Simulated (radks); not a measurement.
The numbers below are computed, except where a source is named.
Numerical settings for the titanium ion Ti3+, [Ar] 3d1. Code: a radial shooting solver on a logarithmic mesh with Libxc functionals. Model: non-relativistic Kohn-Sham, PBE, spin-polarised, spherical densities, point nucleus; open shells are filled with parallel spins first. The defaults (mesh step 0.008 in ln r, mesh end at 40 bohr or more with all orbitals vanishing there, Anderson mixing 0.5 over 9 steps, residual threshold near 1e-9 with the energy settled to 1e-9 hartree or 1e-11 of itself, here a cap of 60 iterations) give E = -847.3321 hartree and 3d at -35.367 eV in 14 iterations. Run on one thread of a shared host, so times are rough (Intel(R) Xeon(R) 6975P-C): 0.08 s of CPU time, 0.08 s wall, 14 iterations on 2476 mesh points. Changes against that run (0 stands for a change within the tolerance of the run):

setting	iterations	converged	E (mhartree)	e(3d) (meV)	CPU (s)
mesh step in ln r 0.2	4	no	diverged	-	0.01
mesh step in ln r 0.005	14	yes	0	0	0.13
mesh step in ln r 0.12	2	no	diverged	-	0
mesh end (bohr) 1	13	level above zero	+5.89e+04	+2.21e+05	0.06
mesh end (bohr) 5	14	yes	+0.339	+24.8	0.08
residual threshold 1e-05	9	yes	0	+0.0685	0.06
residual threshold 0.1	8	yes	0	+2.11	0.06
mixing 0.2	15	yes	0	0	0.09
linear mixing, mixing 0.5	30	yes	0	0	0.14
linear mixing, mixing 1	46	yes	0	0	0.22
mixing history 2	18	yes	0	0	0.1
iteration cap 3	3	no	+3.77	-1e+03	0.03

Settled on a wrong energy, with an occupied level pushed above zero by the early mesh end: mesh end (bohr) 1 (+58.9 hartree). Apart from these: no run marked as converged misses the energy by more than 1 mhartree. A mesh that ends early acts as a hard wall.
